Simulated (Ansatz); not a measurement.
Relaxation of the cluster LiAg6⁺ with RKS r2SCAN-D4/def2-SVP.

```sh
$ ansatz run in.yaml --threads 4 --pin off --events-out ev --progress --plain --max-ram 4787MiB
```

```yaml
crystal:
  periodic: [false, false, false]
  atoms:
    - {symbol: Li, position_ang: [1.088060, 0.612790, 0.412940]}
    - {symbol: Ag, position_ang: [1.002800, -2.135860, 0.588090]}
    - {symbol: Ag, position_ang: [1.216830, -0.820620, -1.937860]}
    - {symbol: Ag, position_ang: [-1.370490, 1.835210, 0.837420]}
    - {symbol: Ag, position_ang: [-1.137730, -0.649920, -0.431740]}
    - {symbol: Ag, position_ang: [-0.564800, -0.475030, 2.304100]}
    - {symbol: Ag, position_ang: [-0.234680, 1.633440, -1.772950]}
basis:
  gaussian: {orbitals: def2-SVP}
total_charge: 1
hamiltonian: {xc: r2scan, dispersion: d4}
scf: {lower_state_search: "off"}
output: {orbitals: {seedname: orbitals}}
relax: {f_tol: 0.02, max_steps: 100}
```

Hardware: 4 threads of Arm Neoverse V1 on a shared host. Wall time 38 s.

Positions (Å) and forces (eV/Å) at steps 1, 2, 3, 4 of 4:

```xyz
7
step=1 energy=-24206.1964 eV
Li    1.088    0.613    0.413    0.079    0.061    0.025
Ag    1.003   -2.136    0.588   -0.265    0.257   -0.129
Ag    1.217   -0.821   -1.938   -0.303    0.058    0.249
Ag   -1.370    1.835    0.837    0.112   -0.348   -0.172
Ag   -1.138   -0.650   -0.432    0.513    0.295    0.196
Ag   -0.565   -0.475    2.304   -0.049   -0.012   -0.379
Ag   -0.235    1.633   -1.773   -0.087   -0.311    0.211
7
step=2 energy=-24206.2642 eV
Li    1.176    0.671    0.445    0.028    0.018    0.011
Ag    0.944   -2.085    0.562    0.141   -0.209    0.072
Ag    1.148   -0.812   -1.890    0.162   -0.071   -0.194
Ag   -1.345    1.763    0.802   -0.105    0.204    0.097
Ag   -1.072   -0.612   -0.406   -0.190   -0.099   -0.072
Ag   -0.588   -0.490    2.226   -0.036   -0.031    0.258
Ag   -0.262    1.565   -1.740    0.000    0.188   -0.173
7
step=3 energy=-24206.2844 eV
Li    1.171    0.669    0.443   -0.013   -0.009   -0.005
Ag    0.960   -2.114    0.571   -0.013    0.009   -0.008
Ag    1.166   -0.823   -1.918   -0.015   -0.001    0.010
Ag   -1.359    1.789    0.815    0.000   -0.015   -0.008
Ag   -1.070   -0.611   -0.405    0.054    0.031    0.020
Ag   -0.601   -0.499    2.260   -0.005   -0.001   -0.018
Ag   -0.267    1.588   -1.767   -0.007   -0.014    0.008
7
step=4 energy=-24206.2849 eV
Li    1.168    0.667    0.442    0.000    0.000    0.000
Ag    0.960   -2.115    0.571   -0.003   -0.001   -0.002
Ag    1.165   -0.825   -1.919   -0.003   -0.002    0.000
Ag   -1.361    1.789    0.815   -0.003   -0.002   -0.001
Ag   -1.061   -0.606   -0.402    0.015    0.009    0.006
Ag   -0.602   -0.499    2.260   -0.003   -0.001   -0.002
Ag   -0.269    1.588   -1.768   -0.003   -0.002    0.000
```

In the def2 sets Ag takes a core potential; there is no spin–orbit coupling. The structure comes from a short search, and lower isomers may exist.
